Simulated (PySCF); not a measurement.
Radial density of Fe⁺ (iron, charge +1)

B3LYP, [Ar] 3d6 4s1, high-spin 6D determinant. All numbers are calculated (PySCF 2.14, no relativity, point nucleus, in aug-cc-pVDZ (7s6p4d2f, 59 functions)).

```csv
r (bohr),4πr²ρ (e/bohr),4πr²(ρα − ρβ)
0.00104,0.1526,0.0001
0.00175,0.4161,0.0002
0.00294,1.107,0.0006
0.00494,2.822,0.0014
0.00830,6.703,0.0034
0.0140,14.15,0.0070
0.0235,24.54,0.0114
0.0395,31.12,0.0113
0.0665,26.77,0.0068
0.112,25.89,0.0503
0.188,34.81,0.3032
0.316,20.09,1.2756
0.532,14.27,3.2798
0.895,14.16,3.3472
1.51,3.736,1.5428
2.53,0.7873,0.6288
4.26,0.1175,0.1091
7.16,0.001093,0.0011
12.0,2.190e-05,0.0000
```
